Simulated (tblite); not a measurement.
Compound: C₇H₈N (doublet state).
Bonds: N1–C2, C2–C3, C3–C4 (aromatic), C4–C5 (aromatic), C5–C6 (aromatic), C6–C7 (aromatic), C7–C8 (aromatic), C3–C8 (aromatic). Hydrogens: H9, H10 on N1; H11, H12 on C2; H13 on C5; H14 on C6; H15 on C7; H16 on C8.

Structure optimised with GFN2-xTB, isolated species. This method treats the open shell by occupation alone, without spin polarisation.

Q: Give the optimised bond lengths and angles.

A: 
```json
{"bond": "N1–C2", "length (Å)": "1.456"}
{"bond": "C2–C3", "length (Å)": "1.512"}
{"bond": "C3–C4", "length (Å)": "1.367"}
{"bond": "C4–C5", "length (Å)": "1.362"}
{"bond": "C5–C6", "length (Å)": "1.394"}
{"bond": "C6–C7", "length (Å)": "1.384"}
{"bond": "C7–C8", "length (Å)": "1.383"}
{"bond": "C3–C8", "length (Å)": "1.398"}
{"bond": "N1–H9, N1–H10", "length (Å)": "1.015"}
{"bond": "C2–H11, C2–H12", "length (Å)": "1.093"}
{"bond": "C5–H13", "length (Å)": "1.080"}
{"bond": "C6–H14", "length (Å)": "1.081"}
{"bond": "C7–H15", "length (Å)": "1.081"}
{"bond": "C8–H16", "length (Å)": "1.082"}
```

Bonds in one row agree within 0.01 Å and their mean is given. A selection of angles:
```json
{"angle": "C2–N1–H9", "degrees": "110.2"}
{"angle": "H9–N1–H10", "degrees": "107.6"}
{"angle": "N1–C2–C3", "degrees": "113.1"}
{"angle": "N1–C2–H11", "degrees": "107.6"}
{"angle": "C3–C2–H11", "degrees": "109.9"}
{"angle": "H11–C2–H12", "degrees": "108.7"}
{"angle": "C2–C3–C4", "degrees": "123.1"}
{"angle": "C2–C3–C8", "degrees": "120.5"}
{"angle": "C4–C3–C8", "degrees": "116.3"}
{"angle": "C3–C4–C5", "degrees": "125.5"}
{"angle": "C4–C5–C6", "degrees": "117.3"}
{"angle": "C4–C5–H13", "degrees": "122.1"}
{"angle": "C6–C5–H13", "degrees": "120.6"}
{"angle": "C5–C6–C7", "degrees": "119.6"}
{"angle": "C5–C6–H14", "degrees": "119.7"}
{"angle": "C7–C6–H14", "degrees": "120.7"}
{"angle": "C6–C7–C8", "degrees": "120.9"}
{"angle": "C6–C7–H15", "degrees": "119.7"}
{"angle": "C8–C7–H15", "degrees": "119.5"}
{"angle": "C7–C8–H16", "degrees": "120.5"}
{"angle": "C3–C8–C7", "degrees": "120.4"}
{"angle": "C3–C8–H16", "degrees": "119.1"}
{"angle": "H10–N1–C2", "degrees": "110.1"}
```

Dihedral angles: N1–C2–C3–C4 -92° (anticlinal). The mirror-image conformer, all signs reversed, is as good.

C5 (carbon bonded to 2 C and H) is planar (angles 122.1°, 120.6° and 117.3°, sum 360.0°, 0.00 Å off the plane of its three neighbours). C6 (carbon bonded to 2 C and H) is planar (angles 120.7°, 119.7° and 119.6°, sum 360.0°, 0.00 Å off the plane of its three neighbours). The 7 C–C bonds span 1.362 Å (C4–C5, aromatic) to 1.512 Å (C2–C3, drawn single), a spread of 0.150 Å. N1 (nitrogen bonded to C and 2 H) is pyramidal (angles 110.2°, 110.1° and 107.6°, sum 327.9°, 0.38 Å off the plane of its three neighbours). C3 (carbon bonded to 3 C) is planar (angles 123.1°, 120.5° and 116.3°, sum 359.9°, 0.03 Å off the plane of its three neighbours). C7 (carbon bonded to 2 C and H) is planar (angles 120.9°, 119.7° and 119.5°, sum 360.0°, 0.00 Å off the plane of its three neighbours). Of the pairs four or more bonds apart, H12···H16 is among the closest relative to their van der Waals radii: 2.49 Å, 104 % of the sum of Bondi's values.

Its GFN2-xTB frequencies are all real (lowest 34 cm⁻¹). Torsions: H–N1–C2–C3 -58° and 60°, N1–C2–C3–C4 -92°.

These are computed values.
